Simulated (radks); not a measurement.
Effect of the nuclear size on the gallium ion Ga+, [Ar] 3d10 4s2. Method: Dirac Kohn-Sham, PBE, spin-unpolarised, spherical densities, finite nucleus; Fermi nuclear charge, rms radius 3.9973 fm; computed with a radial shooting solver on a logarithmic mesh with Libxc functionals. The rms radius is varied about that value; shifts are against it.

rms radius (fm),total energy shift (eV),density at nucleus (e/bohr^3),1s1/2 shift (meV),2s1/2 shift (meV),2p1/2 shift (meV),3s1/2 shift (meV),3p1/2 shift (meV)
3.4337,-0.0740,2.851e+04,-31.4,-3.03,0.257,-0.442,0.048
3.7335,-0.0360,2.837e+04,-15.3,-1.47,0.125,-0.215,0.023
3.9973,0,2.825e+04,0.000,0.000,0.000,0.000,0.000
4.2811,0.0413,2.814e+04,17.5,1.69,-0.143,0.247,-0.027
4.7248,0.111,2.797e+04,47.2,4.55,-0.386,0.664,-0.072

Slopes of the eigenvalues against <r^2> in GHz/fm^2, as finite differences over the two radii next to the reference (eigenvalue slopes, not the field-shift constants of lines): 1s1/2 1810, 2s1/2 174, 2p1/2 -14.8, 3s1/2 25.4, 3p1/2 -2.75.
